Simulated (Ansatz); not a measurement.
diiodomethane (CH2I2), singlet, at a GFN2-xTB geometry (all electrons, no relativity); SC-NEVPT2/STO-3G, CASSCF(4,5) (Ansatz, a program for electronic structure).

Here is a job for Ansatz.
Ansatz 0.2 input:
```yaml
crystal:
  periodic: [false, false, false]
  atoms:
    - {symbol: I, position_ang: [-1.80198718, 0.08325391, 0.03842771]}
    - {symbol: C, position_ang: [0.00609993, -1.07118000, 0.02922270]}
    - {symbol: I, position_ang: [1.80093487, 0.10153686, -0.04346896]}
    - {symbol: H, position_ang: [0.02976876, -1.65892890, 0.93928612]}
    - {symbol: H, position_ang: [-0.01059605, -1.70790206, -0.84743611]}
basis:
  gaussian:
    orbitals: STO-3G
magnetization: {spin_polarized: false}
correlation: {method: sc_nevpt2, electrons: all, active_space: {window: {electrons: 4, orbitals: 5}}}
```

It wrote (shortened):

```
Functional definition: HF
677 factors; integrals over basis functions are off by at most 2.5e-5 eV
mean field evaluation 1: about -373879.9409 eV, gradient 2.6e1 eV
mean field evaluation 2: about -373879.9790 eV, gradient 2.6e1 eV
mean field evaluation 4: about -373882.9572 eV, gradient 1.5e0 eV
mean field evaluation 8: about -373882.9705 eV, gradient 2.3e-4 eV
mean field -373882.97046551 eV, -13739.9457376281 hartree, gradient 3.0e-7 eV, S^2 0.000000; 0 other end points of the search recorded, 0 dependent functions left out
reference -373882.97046551 eV, -13739.9457376281 hartree; 57, 57 occupied and 4, 4 virtual orbitals, 677 factors
state -373884.23206859 eV, -13739.9921006858 hartree
state -373884.23206859 eV, -13739.9921006858 hartree; corrected -373885.27913613 eV, -13740.0305797085 hartree
Total energy: -373885.27913613 eV, -13740.0305797085 hartree
```
